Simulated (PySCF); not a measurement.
A GIAO shielding run with PySCF 2.14.0 with density-fitted response routines (density fitting, non-relativistic, gas phase) on SMILES C(CC[SiH3])S, C3H10SSi:

```
$ OMP_NUM_THREADS=1 python probes_run.py task.json out

{"job": {"kind": "nmr", "xc": "mPW1PW91", "basis": "pcSseg-1", "pop": false}, "charge": 0, "multiplicity": 1}
Si    -2.239338     0.712279     0.681102
C     -0.688416     0.455787    -0.363328
C      0.466829    -0.200550     0.390455
C      1.699149    -0.399295    -0.478819
S      3.077394    -1.242222     0.354684
H     -1.930778     1.571517     1.866918
H     -2.758018    -0.600483     1.176057
H     -3.307659     1.378225    -0.126282
H     -0.380472     1.438973    -0.761596
H     -0.967939    -0.151940    -1.242118
H      0.741296     0.414814     1.265658
H      0.160153    -1.179086     0.796257
H      2.047933     0.557895    -0.897807
H      1.461243    -1.049374    -1.336411
H      3.292396    -0.294820     1.293327
```

Hardware: 1 thread of an Arm Neoverse V2, shared host.

(1) How large is the calculation?

(2) How long does it take, and how much memory does it need?

(3) And these other runs on the same molecule and hardware: GIAO shielding at B97-2/pcSseg-1; GIAO shielding at BHandHLYP/pcSseg-1; GIAO shielding at CAM-B3LYP/pcSseg-1; GIAO shielding at LC-wPBE/pcSseg-1; GIAO shielding at PBE0/6-31G; GIAO shielding at PBE0/STO-3G?

Results:

(1) 58 electrons, 149 basis functions and 819 auxiliary functions.

(2) 12 s of wall time, with 12 SCF cycles and 4 response iterations; peak memory 0.85 GiB. Times on a shared host scatter by some tens of per cent.

(3) B97-2/pcSseg-1: 149 functions, 12 s; BHandHLYP/pcSseg-1: 149 functions, 11 s; CAM-B3LYP/pcSseg-1: 149 functions, 17 s; LC-wPBE/pcSseg-1: 149 functions, 21 s; PBE0/6-31G: 73 functions, 6.3 s; PBE0/STO-3G: 43 functions, 3.3 s.
